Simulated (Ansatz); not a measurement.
Start from `N[SiH](O)[SiH2]O` and change one atom or group to get `N[SiH](O)Br`.

Ansatz, PBE0-D4/def2-TZVP geometries, multiplicity 1. Each molecule was computed in one conformer, which needn't be the lowest.

Scalar relativity is left out up to krypton. Spin–orbit coupling is left out; it splits and shifts lone-pair levels of the heavy atoms by tenths of an eV.

```csv
property,`N[SiH](O)[SiH2]O`
HOMO–LUMO gap (PBE0/def2-TZVPP) / eV,7.34
HOMO–LUMO gap (B3LYP/def2-TZVPP) / eV,6.91
size of the dipole moment (PBE/def2-TZVPP) / D,3.56
zero-point energy (PBE0-D4/def2-TZVP) / kJ/mol,213.2
LUMO energy (PBE/def2-TZVPP) / eV,-1.00
HOMO–LUMO gap (PBE/def2-TZVPP) / eV,5.16
```

(1) What does the change do to each property? (Best estimate.)

Answers

(1) The calculation gave: 
| property | `N[SiH](O)Br` | shift |
| --- | --- | --- |
| HOMO–LUMO gap (PBE0/def2-TZVPP) / eV | 8.65 | 1.31 |
| HOMO–LUMO gap (B3LYP/def2-TZVPP) / eV | 8.05 | 1.14 |
| size of the dipole moment (PBE/def2-TZVPP) / D | 2.57 | -0.99 |
| zero-point energy (PBE0-D4/def2-TZVP) / kJ/mol | 133.2 | -80.0 |
| LUMO energy (PBE/def2-TZVPP) / eV | -0.19 | 0.81 |
| HOMO–LUMO gap (PBE/def2-TZVPP) / eV | 6.33 | 1.17 |

With PBE0 the HOMO falls by 0.51 eV and the LUMO rises by 0.81 eV, so the gap widens by about 1.32 eV. PBE moves the HOMO by -0.35 eV and ωB97M-V by -0.73 eV. The zero-point energy changes by -80.0 kJ/mol with -12 modes. Dipoles are sizes alone; their direction can turn.

Positive LUMOs are unbound, so they and the gaps depend on the basis.

B3LYP here is the variant with VWN-RPA as its local correlation; programs differ in this.
